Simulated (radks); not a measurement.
All-electron atom: Ir60+ in [Ne] 3s2 3p5. All-electron calculation, Dirac Kohn-Sham, PBEsol, spin-unpolarised, spherical densities, finite nucleus; open shells fill j = l - 1/2 first; Fermi nuclear charge, rms radius 5.4032 fm. Program: a radial shooting solver on a logarithmic mesh with Libxc functionals.

Radial electron density D(r) = 4 pi r^2 rho(r):

r (bohr)   D(r) (e/bohr)
0.0006522          4.876
0.0008095          6.818
0.001005           9.472
0.001247           13.06
0.001547           17.83
0.001921           24.08
0.002384           32.06
0.002958           41.95
0.003672           53.73
0.004557           67.04
0.005656           81.00
0.007019           94.12
0.008711           104.4
0.01081            109.8
0.01342            109.3
0.01665            103.8
0.02067            97.60
0.02565            96.63
0.03184            105.1
0.03951            120.0
0.04904            129.5
0.06086            119.8
0.07554            90.28
0.09375            59.50
0.1164             48.03
0.1444             52.43
0.1792             49.51
0.2224             30.77
0.2761             11.29
0.3426             2.231
0.4252            0.2106
0.5278          0.008123

D(r) has 3 maxima, at r = 0.0118, 0.0498, 0.156 bohr, and minima at 0.0237, 0.117 bohr, inside which lie 2.06, 10.53 electrons.
